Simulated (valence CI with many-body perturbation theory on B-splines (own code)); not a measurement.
## Ladder of approximations for Ge16+

Computed by relativistic CI+MBPT: six valence electrons over a frozen Dirac-Fock core [Ne], radial functions for each j: 9 s, 9 p, 8 d, 6 f, 3 g, 1 h, with the one-electron correlation potential Σ1, the two-electron term Σ2, the three-electron term Σ3, Breit, model QED; selected CI, second order for the rest, scaled by the run's own slope (own B-spline code, finite nucleus).

No measured spectrum was set against this ion. As an estimate, levels of excited configurations hold to 0.05 to 0.15 % of their energy, terms of the ground configuration to about 0.5 %. Among the levels kept, up to 1400 cm⁻¹ of a level comes from second order outside the variational space, and about a tenth of that is noise between levels of different J, which matters for small intervals.

Each rung adds one term. CI alone is the Dirac-Coulomb CI over the frozen core; QED comes last and gives the full result, which names the levels. Energies are above 3s²3p⁴ ³P_2 on the same rung, in cm⁻¹.

Names give the largest LS component (configuration and term), which can be under half, so a name can repeat, a term be missing and a line seem to break the LS rules; names also repeat where a configuration has a term twice. Letters in brackets count levels of one name in rising energy.

| Level | CI alone |
| --- | --- |
| 3s²3p⁴ ³P_0 | 33804 |
| 3s²3p⁴ ³P_1 | 41958 |
| 3s²3p⁴ ¹D_2 | 74600 |
| 3s²3p⁴ ¹S_0 | 148390 |
| 3s3p⁵ ³P°_2 | 433647 |
| 3s3p⁵ ³P°_1 | 459564 |
| 3s3p⁵ ³P°_0 | 480688 |
| 3s3p⁵ ¹P°_1 | 554902 |
| 3s²3p³3d ⁵D°_0 | 575365 |
| 3s²3p³3d ⁵D°_2 | 575790 |
| 3s²3p³3d ⁵D°_3 | 576342 |
| 3s²3p³3d ⁵D°_1 | 576686 |
| 3s²3p³3d ⁵D°_4 | 581941 |
| 3s²3p³3d ³D°_2 [a] | 604007 |
| 3s²3p³3d ³D°_3 [a] | 621608 |
| 3s²3p³3d ³D°_1 [a] | 625481 |

(1) What do these energies become with core correlation, Breit and QED?

(2) How does the ionisation energy move along the ladder, and which term matters most?

Answers

(1) 3s²3p⁴ ³P_0 33519 (-285); 3s²3p⁴ ³P_1 41514 (-445); 3s²3p⁴ ¹D_2 73649 (-950); 3s²3p⁴ ¹S_0 146764 (-1627); 3s3p⁵ ³P°_2 432201 (-1447); 3s3p⁵ ³P°_1 457842 (-1722); 3s3p⁵ ³P°_0 478867 (-1821); 3s3p⁵ ¹P°_1 551537 (-3365); 3s²3p³3d ⁵D°_0 572066 (-3299); 3s²3p³3d ⁵D°_2 572264 (-3526); 3s²3p³3d ⁵D°_3 572584 (-3758); 3s²3p³3d ⁵D°_1 573260 (-3426); 3s²3p³3d ⁵D°_4 577876 (-4065); 3s²3p³3d ³D°_2 [a] 600025 (-3981); 3s²3p³3d ³D°_3 [a] 617259 (-4349); 3s²3p³3d ³D°_1 [a] 621229 (-4251).

(2) CI alone 609.79, + Σ1 610.45, + Σ2 610.46, + Σ3 610.11, + Breit 609.86, + QED 609.87 eV. The largest step is Σ1, 0.66 eV. NIST lists 609.1 ± 0.8 eV (semi-empirical).
